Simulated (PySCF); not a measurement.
**CuBr⁺: one state, many levels of theory**

State: ²Π (doublet), unpaired electrons π ↑. Set-up: Cu def2-TZVPPD, Br def2-TZVPPD; no relativity (PySCF 2.14). De refers to Cu⁺ (3d10) + Br in their high-spin ground configurations, without counterpoise correction. The functionals are run spin-unrestricted. A positive dipole points towards Br; it is taken about the centre of mass and depends on that origin. Levels whose curve was spin-contaminated or gave no clean fit are not listed.

```
      Level  Re (Å)  ωe (cm⁻¹)  De (eV)  μ (D)  CPU s a point (SCF and correlation, without the integrals)
    UHF-MP2   2.296        209      n/a    n/a                                                         8.6
UHF-SCS-MP2   2.351        194      n/a    n/a                                                         n/a
        PBE   2.223        283     2.07  -3.91                                                         2.7
     revPBE   2.243        272     1.85  -4.02                                                         1.9
       BLYP   2.252        270     1.95  -3.83                                                         2.6
     r²SCAN   2.204        291     2.02  -4.21                                                         3.2
       PBE0   2.238        255     1.52  -3.92                                                         6.8
  BHandHLYP   2.363        190     1.13  -3.60                                                         4.9
     M06-2X   2.409        199     1.28  -3.53                                                         6.1
      ωB97X   2.254        239     1.47  -3.68                                                          11
     B2PLYP   2.247        228     1.38  -3.49                                                         7.8
```

Correlated steps freeze 14 core orbitals. Spin–orbit coupling is left out. For an ion De counts to the pair picked by the measured ionisation energies or electron affinities, which need not be the lowest pair at this level. B2PLYP dipoles, levels and charges come from its SCF part alone. The state is the lowest single determinant that the PBE0 search found; with open d or f shells the true ground state can be another one.

The whole job (state search and all levels along the bond) took about 7.8 min on 2 threads of Intel Xeon Platinum 8259CL @ 2.50GHz (shared host), peak memory 7.3 GiB.
